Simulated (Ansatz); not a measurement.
Molecule: GaF3, net charge 1, doublet state. SMILES of the parent species: [F][Ga]([F])[F]

Atoms: Ga1, F2, F3, F4. Bonds: Ga1-F2, Ga1-F3, Ga1-F4.

Bond lengths (Å) and angles (degrees) optimised at HF/6-31G* with LANL2DZ past Ar with Ansatz (an electronic-structure program); PBE/6-31G* with LANL2DZ past Ar with Ansatz; B3LYP/LANL2DZ with Ansatz; B3LYP/6-31G* with LANL2DZ past Ar with Ansatz, each started from the B3LYP-D3(BJ)/def2-TZVP structure (Ansatz) of the last column. A row stands for all coordinates that are equal there. 6-31G* holds six Cartesian d functions. No wavenumbers were computed at PBE/6-31G* with LANL2DZ past Ar, B3LYP/LANL2DZ, so these may be saddle points.

| coordinate | HF/6-31G* with LANL2DZ past Ar | PBE/6-31G* with LANL2DZ past Ar | B3LYP/LANL2DZ | B3LYP/6-31G* with LANL2DZ past Ar | B3LYP-D3(BJ)/def2-TZVP |
|---|---|---|---|---|---|
| Ga1-F2 | 1.594 | 1.634 | 1.663 | 1.616 | 1.679 |
| Ga1-F3 | 1.594 to 2.136 | 1.766 | 1.813 | 1.754 | 1.809 |
| F2-Ga1-F3 | 99.1 to 161.8 | 142.9 | 144.6 | 144.2 | 145.1 |
| F3-Ga1-F4 | 99.1 | 74.2 | 70.8 | 71.7 | 69.8 |

A range marks coordinates that this level makes unequal.

Mean signed difference of all 3 bond lengths from B3LYP-D3(BJ)/def2-TZVP: HF/6-31G* with LANL2DZ past Ar 0.009 Å, PBE/6-31G* with LANL2DZ past Ar -0.043 Å, B3LYP/LANL2DZ -0.002 Å, B3LYP/6-31G* with LANL2DZ past Ar -0.058 Å.
